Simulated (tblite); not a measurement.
Problem. Write Cartesian coordinates for InChI=1S/C7H5NSi/c1-2-3-4-7(9)5-6-8/h1,5H,9H3/b7-5- as optimised with GFN2-xTB.

Solution. 
```
atom  x, y, z in Å
C1     4.5067   -0.2679   -0.4699
C2     3.3036   -0.2272   -0.3887
C3     1.9547   -0.1933   -0.2989
C4     0.7415   -0.1948   -0.2233
C5    -0.6468   -0.1412   -0.1276
Si6   -1.4670    1.5525    0.1945
C7    -1.3807   -1.2691   -0.2606
C8    -2.7771   -1.2625   -0.1708
N9    -3.9243   -1.2714   -0.0991
H10    5.5521   -0.3012   -0.5402
H11   -2.1999    1.4484    1.4544
H12   -0.3867    2.5341    0.2823
H13   -2.3517    1.8291   -0.9352
H14   -0.9250   -2.2360   -0.4441
```

Any rigid rotation of these coordinates is as good. Atoms count from 1 in this order. The C–C distances run from 1.206 Å (C1≡C2, drawn triple) to 1.399 Å (C7–C8, drawn single), a spread of 0.193 Å. Of the pairs four or more bonds apart, Si6···N9 is among the closest relative to their van der Waals radii: 3.75 Å, 103 % of the sum of Bondi's values. Si6 (SiH3 silicon) is tetrahedral (angles from 106.8° to 112.1°). The 9 heavy atoms lie in one plane (0.001 Å rms).

Bonds between heavy atoms (Å): C1≡C2 1.206, C2–C3 1.352, C3≡C4 1.216, C4–C5 1.393, C5–Si6 1.909, C5=C7 1.352, C7–C8 1.399, C8≡N9 1.149.

Computed geometry: GFN2-xTB, gas phase.

Point group: Cs (tolerance 0.08 Å). Its GFN2-xTB frequencies are all real (lowest 26 cm⁻¹).

The run took 0.5 s on an Arm Neoverse N1 with one thread, on a shared host. These figures are those of the optimisation.
